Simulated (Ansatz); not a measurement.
Correlation energies of CH5ClO2Ti (`[CH3][Ti]([OH])([OH])[Cl]`) by basis set

```xyz
10

C    -0.101   -0.087   -1.476
Ti   -0.084   -0.234    0.570
O     1.517    0.328    1.068
O    -1.401    0.828    1.122
Cl   -0.433   -2.370    1.041
H     0.675   -0.734   -1.894
H    -1.083   -0.401   -1.843
H     0.086    0.949   -1.770
H     2.337    0.116    1.512
H    -1.512    1.604    1.671
```

Charge 0, multiplicity 1. Correlated methods include outer-core shells of Ti, which these sets cover unevenly. Scalar relativity is left out up to krypton. The structure was optimised at the PBE0-D4/def2-TZVP level. It is one conformer, not always the lowest. Frozen core, restricted reference, Ansatz.

| basis | HF (Eh) | MP2 corr. | CCSD corr. | (T) | CCSD(T) total |
| --- | --- | --- | --- | --- | --- |
| def2-SVP | -1498.15890 | -0.97070 | -0.99977 | -0.03979 | -1499.19846 |
| def2-TZVPP | -1498.68001 | -1.29041 | -1.31456 | -0.06550 | -1500.06007 |
| def2-QZVPP | -1498.71683 | -1.39666 | – | – | – |
